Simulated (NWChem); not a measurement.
System meant: PGMEA (C₆H₁₂O₃); SMILES COCC(C)OC(C)=O

Here is an NWChem input.

```
start job
memory heap 200 mb stack 900 mb global 1100 mb
geometry units angstroms noautoz
  C      1.076018    -3.330715    -0.318209
  O      0.200673    -2.377129     0.243887
  C      0.285066    -1.115339    -0.385734
  C     -0.668388    -0.164438     0.340025
  C     -2.122482    -0.602039     0.272643
  O     -0.583547     1.133525    -0.306301
  C      0.371988     1.989675     0.131612
  C      0.291654     3.300278    -0.618064
  O      1.170819     1.730519     1.004872
  H      2.128078    -3.013885    -0.237888
  H      0.849740    -3.514833    -1.381065
  H      0.941138    -4.260837     0.240024
  H      0.001211    -1.184768    -1.450386
  H      1.310329    -0.717913    -0.330469
  H     -0.334101    -0.056881     1.374971
  H     -2.761842     0.090628     0.829115
  H     -2.469010    -0.634311    -0.766623
  H     -2.221859    -1.601856     0.703683
  H      0.412087     3.128262    -1.692805
  H      1.072203     3.972210    -0.259614
  H     -0.691758     3.758801    -0.470228
end
basis spherical
  * library def2-svp
end
dft
  xc xpbe96 cpbe96
  iterations 4
  semidirect filesize 400000000
  mulliken
end
task dft energy
```

End of the output:

```
    Atom       Charge   Shell Charges
 -----------   ------   -------------------------------------------------------
    1 C    6     5.94   1.96  0.58  0.31  1.84  1.13  0.12
    2 O    8     8.15   1.97  0.91  0.59  2.73  1.93  0.03
    3 C    6     5.94   1.96  0.60  0.29  1.87  1.08  0.14
    4 C    6     5.93   1.96  0.61  0.29  1.88  1.06  0.14
    5 C    6     6.07   1.96  0.58  0.30  1.92  1.24  0.07
    6 O    8     8.06   1.97  0.92  0.57  2.70  1.87  0.03
    7 C    6     5.95   1.96  0.61  0.28  1.81  1.00  0.29
    8 C    6     6.10   1.96  0.58  0.30  1.94  1.25  0.06
    9 O    8     8.15   1.97  0.93  0.65  2.68  1.90  0.03
   10 H    1     0.99   0.65  0.28  0.06
   11 H    1     1.00   0.65  0.28  0.06
   12 H    1     0.98   0.65  0.27  0.06
   13 H    1     1.00   0.65  0.28  0.07
   14 H    1     0.99   0.65  0.27  0.07
   15 H    1     0.98   0.65  0.26  0.07
   16 H    1     0.97   0.64  0.27  0.07
   17 H    1     0.97   0.63  0.27  0.07
   18 H    1     0.96   0.63  0.26  0.07
   19 H    1     0.95   0.62  0.26  0.07
   20 H    1     0.96   0.63  0.26  0.07
   21 H    1     0.95   0.62  0.26  0.07

 center of mass
 --------------
 x =   0.02552535 y =   0.05831447 z =   0.04959150

 moments of inertia (a.u.)
 ------------------
        2192.980152242950          -0.000000000000          -0.000000000000
          -0.000000000000         618.545491439876           0.000000000000
          -0.000000000000           0.000000000000        2528.682550908724

     Multipole analysis of the density
     ---------------------------------

     L   x y z        total         alpha         beta         nuclear
     -   - - -        -----         -----         ----         -------
     0   0 0 0     -0.000000    -36.000000    -36.000000     72.000000

     1   1 0 0     -0.245658     -0.122829     -0.122829     -0.000000
     1   0 1 0     -0.104150     -0.052075     -0.052075      0.000000
     1   0 0 1     -0.742865     -0.371433     -0.371433      0.000000

     2   2 0 0    -41.783643   -165.251452   -165.251452    288.719261
     2   1 1 0     -3.015164      4.016263      4.016263    -11.047690
     2   1 0 1     -2.625817      3.104835      3.104835     -8.835487
     2   0 2 0    -36.444313   -605.888900   -605.888900   1175.333487
     2   0 1 1     -0.807738      1.906740      1.906740     -4.621218
     2   0 0 2    -42.080423    -66.430364    -66.430364     90.780305

 ------------------------------------------------------------------------
 dft energy failed                                                                                  0
 ------------------------------------------------------------------------
 ------------------------------------------------------------------------
  current input line :
    35: task dft energy
 ------------------------------------------------------------------------
 ------------------------------------------------------------------------
 This type of error is most commonly associated with calculations not reaching convergence criteria
 ------------------------------------------------------------------------
 For more information see the NWChem manual at https://nwchemgit.github.io

0:dft energy failed:Received an Error in Communication
```

Task: What is wrong, and how is it mended?

Result: Convergence was not reached. Cause: the SCF was allowed too few iterations. This input runs:
```
start job
memory heap 200 mb stack 900 mb global 1100 mb
geometry units angstroms noautoz
  C      1.076018    -3.330715    -0.318209
  O      0.200673    -2.377129     0.243887
  C      0.285066    -1.115339    -0.385734
  C     -0.668388    -0.164438     0.340025
  C     -2.122482    -0.602039     0.272643
  O     -0.583547     1.133525    -0.306301
  C      0.371988     1.989675     0.131612
  C      0.291654     3.300278    -0.618064
  O      1.170819     1.730519     1.004872
  H      2.128078    -3.013885    -0.237888
  H      0.849740    -3.514833    -1.381065
  H      0.941138    -4.260837     0.240024
  H      0.001211    -1.184768    -1.450386
  H      1.310329    -0.717913    -0.330469
  H     -0.334101    -0.056881     1.374971
  H     -2.761842     0.090628     0.829115
  H     -2.469010    -0.634311    -0.766623
  H     -2.221859    -1.601856     0.703683
  H      0.412087     3.128262    -1.692805
  H      1.072203     3.972210    -0.259614
  H     -0.691758     3.758801    -0.470228
end
basis spherical
  * library def2-svp
end
dft
  xc xpbe96 cpbe96
  iterations 150
  semidirect filesize 400000000
  mulliken
end
task dft energy
```
It converges to -460.63845 Ha (PBE/def2-SVP).
